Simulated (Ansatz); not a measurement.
Reaction (substitution at a C–Br bond): `BrC1=C[SiH2]1` + `OCF` → `FCOC1=C[SiH2]1` + HBr

Gas-phase electronic energies from Ansatz, PBE0-D4/def2-TZVP geometries. CCSD(T)/CBS adds triple-zeta CCSD(T) − MP2 to the extrapolated MP2 energy (def2 sets, frozen cores). For Br outer-core shells are correlated without core-valence functions, which leaves a few kJ/mol of doubt a bond. Scalar relativity is left out up to krypton. Each species was taken in one conformer, which may not be the lowest.

```
         species  CCSD/CBS(def2) energy (Eh)
 `BrC1=C[SiH2]1`                 -2940.19389
           `OCF`                  -214.79062
`FCOC1=C[SiH2]1`                  -581.07018
             HBr                 -2573.91032
```

Problem. Work out ΔE.

Solution. ΔE = (-581.07018) + (-2573.91032) − (-2940.19389) − (-214.79062) = 0.00401 Eh = +2.5 kcal/mol. CCSD(T)/CBS gives +2.6 kcal/mol.

Largest T1 diagnostic among the species: 0.013.

In def2-TZVPP, CCSD(T) changes the Hartree–Fock value by +1.4 kcal/mol (the triples alone add +0.1 kcal/mol) and MP2 by +3.3 kcal/mol.
